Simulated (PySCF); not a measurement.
Compounds:
1. `CN[Si@H](N)F`, CH7FN2Si
2. `C/C=C(\Cl)C(F)(F)F`, C4H4ClF3
3. `C1=C[C@H]2C[C@@H]1c1ccccc12`, C11H10
4. propane (SMILES CCC)
5. `CC#C[C@@H](C)C(=O)NC`, C7H11NO
6. 2-methylnaphthalene, C11H10

All values are calculated (PySCF): NMR shieldings at PBE0/pcSseg-1/GIAO, geometry from GFN2-xTB. In vacuum, single conformer, equivalent nuclei averaged, no relativistic terms.

Scale: $^{1}$H (σref 31.72) and $^{13}$C (σref 186.93) vs TMS (reference shieldings calculated alike). Acid and N–H amide carbonyl carbons lie up to 10 ppm further downfield in solution (hydrogen bonding). Shifts are as computed. Against solution values, carbons near 30 ppm lie about +3 ppm off and those near 130 ppm about +5 ppm; carbons on Cl a further +6 ppm. Of 1211 compounds with measured shifts, 218 miss one by over three times the rms of a fit or turn the order of signals round; such compounds aren't used in these exercises. Carbons bonded to Cl come out too deshielded. OH and NH positions are gas-phase values without hydrogen bonding to other molecules.

**Question.** Which show a $^{1}$H signal between 6.5 and 9 ppm from a carbon-bound hydrogen?

**Answer.** 2 (6.87: hydrogen on an alkene CH); 3 (7.54, 7.20, 7.15: hydrogen on an aromatic CH, hydrogen on an alkene CH); 6 (8.10, 8.10, 8.07, 7.92: hydrogen on an aromatic CH).

**Question.** Which show a $^{13}$C signal below 10 ppm?

**Answer.** 5 (4.6: propargylic methyl carbon).

**Question.** Which show a $^{13}$C signal between 60 and 100 ppm?

**Answer.** 3 (75.5: sp3 CH2 in a ring); 5 (87.5, 87.4: alkyne carbon).

**Question.** Which give exactly 11 $^{13}$C signals?

**Answer.** 6 (δ 141.1, 137.6, 135.5, 134.0, 133.7, 133.2, 132.9, 132.7, 131.6, 130.6, 24.8).
